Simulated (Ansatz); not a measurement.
C$_{3}$H$_{3}$N$_{2}$ (SMILES [c]1ncc[nH]1), doublet (typed; the unrestricted solution is spin-contaminated), at a GFN2-xTB geometry. Base run: HF/6-31G run with Ansatz (an electronic-structure program).

Here is a job for Ansatz.
Ansatz 0.2 input:
```yaml
crystal:
  periodic: [false, false, false]
  atoms:
    - {symbol: C, position_ang: [0.50356950, -1.03940032, 0.08140884]}
    - {symbol: N, position_ang: [-0.77212937, -0.95907150, 0.12013609]}
    - {symbol: C, position_ang: [-1.06127585, 0.37600757, 0.00254951]}
    - {symbol: C, position_ang: [0.10210446, 1.08209930, -0.10755268]}
    - {symbol: N, position_ang: [1.11612041, 0.14619005, -0.05465489]}
    - {symbol: H, position_ang: [-2.07628333, 0.71794309, 0.00668434]}
    - {symbol: H, position_ang: [0.29786495, 2.12953942, -0.21518861]}
    - {symbol: H, position_ang: [2.10409248, 0.33044835, -0.10829814]}
basis:
  gaussian:
    orbitals: 6-31G
hamiltonian:
  xc: hf
magnetization: {spin_polarized: true, initial_magnetization: 1}
```

The bond that is stretched is that between atoms 7 and 4. A test that says stable can miss a lower solution.

The base run was repeated with changes; each row names its change, and settings that it needs were set with it.

```csv
change,ΔE vs base (kcal/mol),<S^2>,stability test says
base,0.000,0.957,minimum
spin_polarized = on; lower_state_search = off,0.000,0.957,undecided (no full test)
spin_polarized = on; lower_state_search = standard,0.000,0.957,minimum
bond × 1.25,22.30,0.967,minimum
spin_polarized = on; lower_state_search = off; bond × 1.25,22.30,0.967,undecided (no full test)
spin_polarized = on; lower_state_search = standard; bond × 1.25,22.30,0.967,minimum
bond × 1.5,58.47,1.099,minimum
spin_polarized = on; lower_state_search = off; bond × 1.5,58.47,1.099,undecided (no full test)
spin_polarized = on; lower_state_search = standard; bond × 1.5,58.47,1.099,minimum
bond × 1.8,85.3,1.730,minimum
spin_polarized = on; lower_state_search = off; bond × 1.8,85.3,1.730,undecided (no full test)
spin_polarized = on; lower_state_search = standard; bond × 1.8,85.3,1.730,minimum
bond × 2.2,95.9,2.034,minimum
spin_polarized = on; lower_state_search = off; bond × 2.2,95.9,2.034,undecided (no full test)
spin_polarized = on; lower_state_search = standard; bond × 2.2,95.9,2.034,minimum
bond × 3.0,98.9,2.139,minimum
spin_polarized = on; lower_state_search = off; bond × 3.0,98.9,2.139,undecided (no full test)
spin_polarized = on; lower_state_search = standard; bond × 3.0,98.9,2.139,minimum
```

On stretching, the SCF can end on different states; <S^2> shows the spin contamination of each.
